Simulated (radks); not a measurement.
Q: These are the eigenvalues of the occupied orbitals of an atom or ion with whole-number occupations (hartree). All-electron calculation, scalar-relativistic Kohn-Sham, r2SCAN, spin-unpolarised, spherical densities, finite nucleus; meta-GGA in the generalised Kohn-Sham scheme; Fermi nuclear charge, rms radius of each element as measured or else 0.836 A^(1/3) + 0.57 fm. Program: a radial shooting solver on a logarithmic mesh with Libxc functionals.

| orbital | eigenvalue |
|---|---|
| 1s | -693.5545 |
| 2s | -98.14993 |
| 2p | -87.63490 |
| 3s | -17.24592 |
| 3p | -13.77368 |
| 3d | -8.11726 |
| 4s | -2.99363 |
| 4p | -2.07581 |
| 4d | -0.79574 |
| 5s | -0.66707 |

Which element is it, and in what charge state? The configuration may be excited.

A: Z = 41, niobium, charge +2: Nb2+ in [Kr] 4d2 5s1. The list shows which subshells hold electrons but not how many an open one holds; the 1s level, -693.55 hartree, gives Z - s = 37.2 by -(Z - s)^2/2, which with screening and relativity narrows Z to a few neighbours, and the depths of the outer levels then fix element, charge and occupations together.
